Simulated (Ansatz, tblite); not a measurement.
Forces on Zn12S12 (started as a model of: (ZnS)12 cage of four- and six-membered rings) at its PBE-D4/def2-SVP geometry. Total charge 0; singlet.

The xTB rows come from tblite. Single mean-field runs in def2-SVP are fitted with def2-universal-jkfit. Another isomer (singlet) lies 0.94 eV lower at PBE0-D4/def2-TZVP; other spin states weren't run for this one.

GFN1-xTB (tblite), largest force 0.60 eV/Å:

```xyz
24
positions Å, forces eV/Å
S    -3.751    0.480    0.979    0.214   -0.081   -0.045
S    -3.557    2.051   -2.362    0.108   -0.148    0.148
S    -2.892   -1.449   -2.781    0.092   -0.057    0.093
S    -1.727   -2.840    0.943    0.162    0.197   -0.052
S    -0.210    0.426    2.831    0.044   -0.018   -0.146
S    -1.111    3.635    0.367   -0.123   -0.185    0.018
S     0.459    1.066   -2.625   -0.054   -0.041    0.138
S     2.228    3.051    0.555    0.058   -0.203   -0.072
S     0.770   -2.888   -1.733   -0.093    0.218    0.109
S     2.153   -2.975    2.171   -0.102    0.002   -0.100
S     3.748   -0.502   -0.982   -0.231   -0.017    0.031
S     3.918    0.109    2.660   -0.142   -0.061   -0.177
Zn   -3.897   -0.032   -1.264   -0.528    0.048   -0.178
Zn   -2.798    2.267   -0.186   -0.343    0.467    0.024
Zn   -1.777    0.632   -2.799   -0.141    0.176   -0.506
Zn   -1.456   -2.387   -1.326   -0.106   -0.479   -0.233
Zn   -1.828   -0.639    1.544   -0.412   -0.165    0.405
Zn    0.302    2.312    1.666   -0.030    0.456    0.221
Zn    0.525    2.640   -0.983    0.183    0.464   -0.094
Zn    1.594   -0.759   -1.737    0.355   -0.175   -0.452
Zn    0.558   -2.987    0.585   -0.063   -0.531    0.094
Zn    1.761   -0.729    2.786    0.167   -0.018    0.528
Zn    3.364    1.121    0.653    0.475    0.322    0.085
Zn    3.624   -1.606    1.038    0.508   -0.172    0.161
```

GFN2-xTB (tblite), largest force 0.60 eV/Å:

```
S -0.006 0.052 0.170
S -0.008 -0.230 0.138
S -0.007 -0.071 -0.252
S 0.030 -0.031 -0.063
S -0.210 -0.015 0.162
S 0.111 0.134 0.039
S 0.202 -0.038 -0.169
S -0.060 0.168 0.003
S -0.041 -0.035 0.053
S -0.028 -0.133 0.223
S 0.030 0.090 -0.151
S -0.060 -0.176 -0.194
Zn -0.560 0.000 -0.206
Zn -0.169 0.077 -0.075
Zn -0.335 0.078 -0.198
Zn -0.121 -0.107 -0.080
Zn -0.184 -0.088 -0.090
Zn 0.102 0.475 0.113
Zn 0.060 0.494 0.021
Zn 0.142 -0.162 0.055
Zn 0.077 -0.157 0.043
Zn 0.333 -0.089 0.197
Zn 0.181 -0.004 0.085
Zn 0.521 -0.233 0.174
```

PBE-D4/def2-SVP (Ansatz), largest force 0.02 eV/Å:

```
S 0.002 0.003 -0.003
S 0.003 -0.008 0.013
S -0.004 0.001 -0.002
S -0.002 0.010 -0.004
S 0.006 0.007 0.002
S 0.007 -0.006 0.002
S -0.003 0.009 0.000
S -0.008 -0.003 -0.003
S 0.005 0.007 0.006
S 0.004 -0.001 0.002
S -0.001 0.003 0.003
S -0.005 -0.002 -0.014
Zn 0.002 0.007 -0.006
Zn 0.001 -0.008 -0.003
Zn 0.005 0.000 -0.002
Zn 0.002 -0.001 0.010
Zn 0.000 -0.012 -0.004
Zn 0.002 0.000 0.002
Zn -0.002 0.001 -0.001
Zn -0.004 -0.012 0.001
Zn -0.002 0.003 -0.010
Zn -0.004 0.001 0.002
Zn -0.004 -0.008 0.001
Zn 0.000 0.006 0.007
```
